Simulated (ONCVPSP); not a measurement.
Logarithmic derivatives: B, ONCV

- Element: B (Z = 5)
- Generator: ONCVPSP 4.0.1
- Type: optimised norm-conserving Vanderbilt (ONCV)
- Functional: PBEsol
- Relativity: scalar-relativistic
- Frozen core: [He]
- Valence charge: 3
- Reference configuration: 2s1 (charge +2)
- Partial waves: 2s: rc 1.20 bohr, ncon 3, nbas 7, qcut 5 1/bohr, 1 projector; p scattering state at 0.02 Ha: rc 0.95 bohr, ncon 4, nbas 9, qcut 9.3 1/bohr, 2 projectors, debl 3.2 Ha; d scattering state at 0.06 Ha: rc 0.95 bohr, ncon 3, nbas 8, qcut 11.2 1/bohr, local
- Local potential: the d channel
- Core correction: Teter function, fcfact 4.25, rcfact 1.2

In the p channel the program set the typed energies aside and used 0.050, 3.250 Ha.

The phase is arctan(r·R′/R) of the radial function R(r), unwrapped; energies in Ha, scanned from -3 to 5 Ha. A pole is an energy at which the radial function vanishes at the test radius. The pseudo phase is shifted by a multiple of π to meet the all-electron one at the reference energy, and phase errors are pseudo minus all-electron; the curves can meet again beyond the range given. Levels narrower than the energy grid can be missing from the lists of poles.

```json
{"channel": "s", "radius (bohr)": "1.22", "reference energy (Ha)": "-1.15", "poles, all-electron": "3.40", "poles, pseudo": "2.00", "unbroken range about the reference energy with phases within 0.05 rad": "below 1.1", "phase error 1 Ha above the reference energy (rad)": "-0.013"}
{"channel": "p", "radius (bohr)": "0.96", "reference energy (Ha)": "0.05", "poles, all-electron": "4.37", "poles, pseudo": "4.37", "unbroken range about the reference energy with phases within 0.05 rad": "the whole range", "phase error 1 Ha above the reference energy (rad)": "+0.000"}
{"channel": "d", "radius (bohr)": "0.96", "reference energy (Ha)": "0.06", "poles, all-electron": "none", "poles, pseudo": "none", "unbroken range about the reference energy with phases within 0.05 rad": "the whole range", "phase error 1 Ha above the reference energy (rad)": "+0.000"}
```

Phases in the s channel:

```
E (Ha)  all-electron  pseudo
 -2.98         0.712   0.688
 -2.76         0.620   0.597
 -2.54         0.509   0.487
 -2.32         0.376   0.357
 -2.10         0.220   0.205
 -1.88         0.043   0.033
 -1.66        -0.146  -0.152
 -1.44        -0.336  -0.338
 -1.22        -0.514  -0.514
 -1.00        -0.671  -0.672
 -0.78        -0.806  -0.808
 -0.56        -0.919  -0.924
 -0.34        -1.012  -1.022
 -0.12        -1.091  -1.104
  0.10        -1.156  -1.175
  0.32        -1.212  -1.236
  0.54        -1.259  -1.290
  0.76        -1.301  -1.337
  0.98        -1.337  -1.381
  1.20        -1.368  -1.423
  1.42        -1.397  -1.462
  1.64        -1.423  -1.502
  1.86        -1.446  -1.544
  2.08        -1.467  -1.589
  2.30        -1.487  -1.642
  2.52        -1.506  -1.709
  2.74        -1.523  -1.803
  2.96        -1.540  -1.954
  3.18        -1.555  -2.245
  3.40        -1.571  -2.861
  3.62        -1.586  -3.631
  3.84        -1.600  -4.049
  4.06        -1.615  -4.247
  4.28        -1.629  -4.358
  4.50        -1.644  -4.429
  4.72        -1.659  -4.479
  4.94        -1.674  -4.517
```
